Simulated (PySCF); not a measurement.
C8H8N2S, SMILES Cn1cccc1-c1cncs1. Atoms are numbered in the order given.

```xyz
19

C     -1.5447     1.8999    -0.0301
N     -1.7404     0.4651    -0.0835
C     -2.9643    -0.1465    -0.2031
C     -2.7813    -1.5181    -0.1907
C     -1.3884    -1.7488    -0.0612
C     -0.7557    -0.5081     0.0048
C      0.6622    -0.2439     0.1729
C      1.5643    -0.9987     0.8993
N      2.8734    -0.6099     0.8412
C      3.0206     0.4383     0.0894
S      1.5479     1.0351    -0.6360
H     -0.8581     2.1676     0.7857
H     -2.5130     2.3830     0.1559
H     -1.1332     2.2935    -0.9738
H     -3.8718     0.4475    -0.2869
H     -3.5650    -2.2677    -0.2748
H     -0.8768    -2.7084    -0.0407
H      1.2749    -1.8559     1.5089
H      3.9703     0.9474    -0.0896
```

Geometry: B3LYP-D3(BJ)/def2-SVP. This is a generated structure with no PubChem entry under its InChIKey; it may be hypothetical. One conformer was computed; it need not be the lowest.

Level of theory: PBE/pcSseg-1 in PySCF.

GIAO shieldings, no solvent; atoms alike by connectivity are averaged. δ = σ(ref) − σ: ¹³C against TMS (σ = 182.0 ppm); ¹⁵N against NH3 (σ = 267.0 ppm); ³³S against H2S (σ = 706.5 ppm); ¹H against TMS (σ = 31.49 ppm), references at their B3LYP-D3(BJ)/def2-TZVP geometries, non-relativistic.

| atoms | nucleus | count | δ (ppm) |
|---|---|---|---|
| C10 | ¹³C | 1 | 152.1 |
| C8 | ¹³C | 1 | 143.9 |
| C7 | ¹³C | 1 | ? |
| C6 | ¹³C | 1 | 130.3 |
| C3 | ¹³C | 1 | ? |
| C5 | ¹³C | 1 | ? |
| C4 | ¹³C | 1 | ? |
| C1 | ¹³C | 1 | ? |
| N9 | ¹⁵N | 1 | 365.9 |
| N2 | ¹⁵N | 1 | 184.4 |
| S11 | ³³S | 1 | ? |
| H19 | ¹H | 1 | ? |
| H18 | ¹H | 1 | 8.06 |
| H15 | ¹H | 1 | ? |
| H17 | ¹H | 1 | 6.82 |
| H16 | ¹H | 1 | 6.53 |
| H12, H13, H14 | ¹H | 3 | 3.92 |

Complete the blanks. (An estimate is asked for; the answer gives what the named calculation found.)


- H19, δ (ppm): 8.43
- C3, δ (ppm): 129.6
- S11, δ (ppm): 506.1
- C7, δ (ppm): 140.3
- C4, δ (ppm): 114.7
- C1, δ (ppm): 39.4
- C5, δ (ppm): 117.9
- H15, δ (ppm): 6.83
